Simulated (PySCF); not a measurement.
Excitation energy of Al(2+) by level of theory

Al(2+) [Ne] 3s1 (2S) → Al(2+) [Ne] 3p1 (2P), as a difference of total energies. Computed with PySCF 2.14 in x2c-TZVPPall (5s5p3d1f, 42 functions), with the spin-free X2C one-electron Hamiltonian (Gaussian nucleus). Correlated levels: valence and next inner shell: 1s2 frozen. The calculations carry no spin-orbit coupling.

```csv
method,excitation energy (cm⁻¹)
UHF,53125
MP2 (valence and next inner shell),53954
SCS-MP2 (valence and next inner shell),53785
CCSD (valence and next inner shell),53971
CCSD(T) (valence and next inner shell),53987
```

A first-order spin-orbit estimate (lowest level to lowest level, LS coupling) adds -0.015 eV.

The basis was made for the ground configuration and has no added diffuse functions, so the excitation energy can come out too high.
